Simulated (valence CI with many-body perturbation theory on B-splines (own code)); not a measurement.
**E1 line list for Au LXXV**

Computed by configuration interaction combined with many-body perturbation theory (CI+MBPT): three valence electrons over a frozen Dirac-Fock core [He], a basis of 11 s, 11 p, 10 d, 8 f, 5 g, 2 h functions for each j, with the one-electron correlation potential Σ1 (screened to all orders), the two-electron term Σ2, the three-electron term Σ3, Breit, model QED; selected single and double excitations, second order for the rest, scaled by the run's own slope (own B-spline code, finite nucleus).

The last digits are not significant, and no measured levels were compared; by estimate large intervals hold to a few tenths of a per cent, small ones and those within an open d or f shell to about a per cent.

Lines 101 to 150 of 575 in falling wavelength, among levels below 1347.0 Ry, chosen from the strongest by gf and those to the six lowest levels. Wavelengths and rates use the calculated energies. Electric multipoles are in the length gauge, E1 and E2 with the static RPA response of the core. Weak lines are less certain than strong ones. Lines between different terms over intervals too small for the method are left out, as are lines whose strength nearly cancels. The highest levels of a list are the least certain.

Levels are named by their leading jj configuration (3d3/2^4 stands for four electrons in 3d with j = 3/2), which in mixed levels can hold well under half, so a name can repeat and another be missing. Letters in brackets count levels of one name in rising energy.

| λ vac (nm) | Upper | Lower | A (s⁻¹) | log gf | Branch % |
| --- | --- | --- | --- | --- | --- |
| 1.892 | (2s 2p3/2 3d3/2) J=1/2 [b] | (2s 2p3/2 3p1/2) J=1/2 | 1.41e+12 | -0.82 | 0.1 |
| 1.891 | (2s 2p1/2 3p3/2) J=3/2 [b] | (2s 2p1/2 3s) J=1/2 [b] | 1.32e+12 | -0.55 | 0.3 |
| 1.890 | (2p1/2 2p3/2 3p3/2) J=1/2 [a] | (2p1/2 2p3/2 3s) J=1/2 | 1.40e+12 | -0.82 | 0.2 |
| 1.889 | (2p3/2^2 3p3/2) J=7/2 | (2p3/2^2 3s) J=5/2 | 2.53e+12 | 0.03 | 0.4 |
| 1.888 | (2p3/2^2 3p3/2) J=5/2 | (2p3/2^2 3s) J=5/2 | 1.32e+12 | -0.37 | 0.2 |
| 1.880 | (2p1/2 2p3/2 3d3/2) J=1/2 [a] | (2p1/2 2p3/2 3p1/2) J=1/2 | 1.46e+12 | -0.81 | 0.4 |
| 1.880 | (2p1/2 2p3/2 3p3/2) J=5/2 [a] | (2p1/2 2p3/2 3s) J=3/2 [a] | 2.43e+12 | -0.11 | 0.4 |
| 1.879 | (2s 2p1/2 3p3/2) J=1/2 | (2s 2p1/2 3s) J=1/2 [b] | 2.11e+12 | -0.65 | 0.3 |
| 1.875 | (2s 2p3/2 3p3/2) J=5/2 [b] | (2s 2p3/2 3s) J=3/2 [b] | 2.39e+12 | -0.12 | 0.6 |
| 1.874 | (2p1/2 2p3/2 3p3/2) J=3/2 [a] | (2p1/2 2p3/2 3s) J=1/2 | 6.28e+11 | -0.88 | 0.1 |
| 1.873 | (2s^2 3d5/2) J=5/2 | (2s 2p1/2 3s) J=3/2 | 4.92e+11 | -0.81 | 0.0 |
| 1.858 | (2p1/2 2p3/2 3p3/2) J=7/2 | (2p1/2 2p3/2 3s) J=5/2 | 1.57e+12 | -0.19 | 0.3 |
| 1.857 | (2p1/2 2p3/2 3d3/2) J=5/2 [b] | (2p1/2 2p3/2 3p1/2) J=5/2 | 6.11e+11 | -0.72 | 0.0 |
| 1.856 | (2p3/2^2 3p3/2) J=3/2 [b] | (2p3/2^2 3s) J=1/2 | 2.36e+12 | -0.31 | 0.4 |
| 1.854 | (2s 2p3/2 3p3/2) J=7/2 | (2s 2p3/2 3s) J=5/2 | 2.61e+12 | 0.03 | 34.2 |
| 1.850 | (2s 2p1/2 3d3/2) J=3/2 [b] | (2s 2p1/2 3p1/2) J=3/2 | 7.53e+11 | -0.81 | 0.0 |
| 1.844 | (2p1/2 2p3/2 3p3/2) J=3/2 [b] | (2p1/2 2p3/2 3s) J=3/2 [b] | 8.79e+11 | -0.75 | 0.1 |
| 1.844 | (2s 2p3/2 3p3/2) J=5/2 [a] | (2s 2p3/2 3s) J=3/2 [a] | 1.16e+12 | -0.45 | 0.3 |
| 1.829 | (2s 2p3/2 3p3/2) J=1/2 [a] | (2s 2p3/2 3s) J=3/2 [a] | 2.37e+12 | -0.62 | 0.3 |
| 1.825 | (2p1/2^2 3p3/2) J=3/2 | (2p1/2^2 3s) J=1/2 | 2.53e+12 | -0.30 | 0.4 |
| 1.819 | (2s 2p3/2 3p3/2) J=3/2 [a] | (2s 2p3/2 3s) J=5/2 | 5.82e+11 | -0.94 | 0.1 |
| 1.819 | (2s 2p1/2 3p3/2) J=3/2 [a] | (2s 2p1/2 3s) J=1/2 [a] | 2.57e+12 | -0.29 | 1.1 |
| 1.817 | (2s 2p3/2 3p3/2) J=3/2 [b] | (2s 2p3/2 3s) J=3/2 [b] | 1.25e+12 | -0.61 | 0.4 |
| 1.815 | (2s^2 3p3/2) J=3/2 | (2s^2 3s) J=1/2 | 2.80e+12 | -0.26 | 14.2 |
| 1.808 | (2p1/2 2p3/2 3p3/2) J=5/2 [b] | (2p1/2 2p3/2 3s) J=3/2 [b] | 1.17e+12 | -0.46 | 0.1 |
| 1.802 | (2p1/2 2p3/2 3p3/2) J=3/2 [b] | (2p1/2 2p3/2 3s) J=1/2 | 8.46e+11 | -0.78 | 0.1 |
| 1.797 | (2s 2p1/2 3p3/2) J=5/2 | (2s 2p1/2 3s) J=3/2 | 2.26e+12 | -0.18 | 0.6 |
| 1.797 | (2s 2p3/2 3p3/2) J=3/2 [b] | (2s 2p3/2 3s) J=1/2 | 1.63e+12 | -0.50 | 0.5 |
| 1.796 | (2s 2p1/2 3p3/2) J=3/2 [b] | (2s 2p1/2 3s) J=3/2 | 1.32e+12 | -0.59 | 0.3 |
| 1.784 | (2s 2p3/2 3p3/2) J=1/2 [b] | (2s 2p3/2 3s) J=1/2 | 2.35e+12 | -0.65 | 6.3 |
| 1.784 | (2p1/2 2p3/2 3p3/2) J=5/2 [b] | (2p1/2 2p3/2 3s) J=5/2 | 1.23e+12 | -0.45 | 0.1 |
| 1.773 | (2p1/2 2p3/2 3p3/2) J=3/2 [b] | (2p1/2 2p3/2 3s) J=3/2 [a] | 8.98e+11 | -0.77 | 0.1 |
| 1.767 | (2p3/2^2 3p3/2) J=3/2 [a] | (2p3/2^2 3s) J=3/2 | 2.25e+12 | -0.37 | 0.4 |
| 1.764 | (2s 2p3/2 3p3/2) J=5/2 [a] | (2s 2p3/2 3s) J=5/2 | 1.64e+12 | -0.34 | 0.4 |
| 1.749 | (2p1/2 2p3/2 3p3/2) J=1/2 [b] | (2p1/2 2p3/2 3s) J=3/2 [b] | 2.47e+12 | -0.65 | 0.4 |
| 1.735 | (2p3/2^2 3p3/2) J=3/2 [a] | (2p3/2^2 3s) J=5/2 | 5.97e+11 | -0.97 | 0.1 |
| 0.7413 | (2s^2 2p3/2) J=3/2 | (2s 2p1/2^2) J=1/2 | 8.20e+10 | -2.57 | 70.4 |
| 0.5663 | (2p3/2^2 3p3/2) J=5/2 | (2s 2p3/2 3p3/2) J=3/2 [b] | 8.92e+12 | -0.59 | 1.4 |
| 0.5658 | (2p3/2^2 3d5/2) J=7/2 | (2s 2p3/2 3d5/2) J=5/2 [b] | 6.22e+12 | -0.62 | 12.9 |
| 0.5657 | (2p3/2^2 3d5/2) J=9/2 | (2p1/2 2p3/2 3p3/2) J=7/2 | 4.34e+12 | -0.68 | 9.2 |
| 0.5654 | (2s 2p1/2 2p3/2) J=3/2 [a] | (2s^2 2p1/2) J=1/2 | 2.08e+11 | -2.40 | 84.2 |
| 0.5627 | (2p3/2^2 3d5/2) J=1/2 | (2s 2p3/2 3d5/2) J=3/2 [b] | 1.28e+13 | -0.92 | 1.0 |
| 0.5618 | (2p3/2^2 3d3/2) J=3/2 [a] | (2s 2p3/2 3d3/2) J=1/2 [b] | 4.89e+12 | -1.03 | 0.2 |
| 0.5611 | (2p3/2^2 3p3/2) J=7/2 | (2s 2p3/2 3p3/2) J=5/2 [b] | 1.59e+13 | -0.22 | 2.6 |
| 0.5610 | (2p3/2^2 3p3/2) J=5/2 | (2s 2p3/2 3p3/2) J=5/2 [b] | 3.47e+12 | -1.01 | 0.5 |
| 0.5608 | (2s 2p3/2^2) J=5/2 | (2s^2 2p3/2) J=3/2 | 5.20e+12 | -0.83 | 98.2 |
| 0.5601 | (2p3/2^2 3d3/2) J=1/2 | (2s 2p3/2 3d3/2) J=1/2 [b] | 1.23e+13 | -0.94 | 0.5 |
| 0.5598 | (2p3/2^2 3s) J=5/2 | (2s 2p3/2 3s) J=3/2 [b] | 1.37e+13 | -0.41 | 7.6 |
| 0.5597 | (2p3/2^2 3d5/2) J=7/2 | (2s 2p3/2 3d5/2) J=7/2 [b] | 2.69e+12 | -1.00 | 5.6 |
| 0.5597 | (2p3/2^2 3d5/2) J=9/2 | (2s 2p3/2 3d5/2) J=7/2 [b] | 1.01e+13 | -0.33 | 21.3 |
